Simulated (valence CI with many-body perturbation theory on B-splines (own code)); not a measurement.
**Ru XIV: configurations and terms from energies and g**

Computed by relativistic CI+MBPT: three valence electrons over a frozen Dirac-Fock core [Ar] 3d10, radial functions for each j: 11 s, 11 p, 9 d, 7 f, 5 g, 2 h, 1 i, with the one-electron correlation potential Σ1 (screened to all orders), the two-electron term Σ2, the three-electron term Σ3, Breit, model QED; selected single and double excitations, second order for the rest (own B-spline code, finite nucleus).

No measured spectrum was set against this ion. As an estimate, levels hold to about 250 cm⁻¹ or 0.2 % of their energy and the worst to 1 %, as in measured heavy ions of charge 2 to 7; those with d or f electrons hold less well.

| No. | J | Parity | E (cm⁻¹) | g |
| --- | --- | --- | --- | --- |
| 1 | 1/2 | odd | 0 | 0.665 |
| 2 | 3/2 | odd | 39254 | 1.333 |
| 3 | 1/2 | even | 229300 | 2.614 |
| 4 | 3/2 | even | 249450 | 1.722 |
| 5 | 5/2 | even | 265630 | 1.545 |
| 6 | 3/2 | even | 307190 | 0.832 |
| 7 | 5/2 | even | 318400 | 1.255 |
| 10 | 3/2 | even | 388740 | 1.311 |
| 11 | 3/2 | even | 493120 | 0.800 |
| 12 | 5/2 | even | 499350 | 1.200 |
| 15 | 5/2 | odd | 595500 | 1.199 |
| 16 | 1/2 | odd | 635340 | 0.665 |
| 18 | 3/2 | odd | 675670 | 0.426 |
| 19 | 5/2 | odd | 683630 | 1.040 |

Energies count from the lowest level. Strongly mixed levels and levels close to another of their J and parity are left out, so the numbers can have gaps.

Give configuration and LS term of each level.

1: 4s²4p ²P°; 2: 4s²4p ²P°; 3: 4s4p² ⁴P; 4: 4s4p² ⁴P; 5: 4s4p² ⁴P; 6: 4s4p² ²D; 7: 4s4p² ²D; 10: 4s4p² ²P; 11: 4s²4d ²D; 12: 4s²4d ²D; 15: 4p³ ²D°; 16: 4p³ ²P°; 18: 4s4p4d ⁴F°; 19: 4s4p4d ⁴F°.
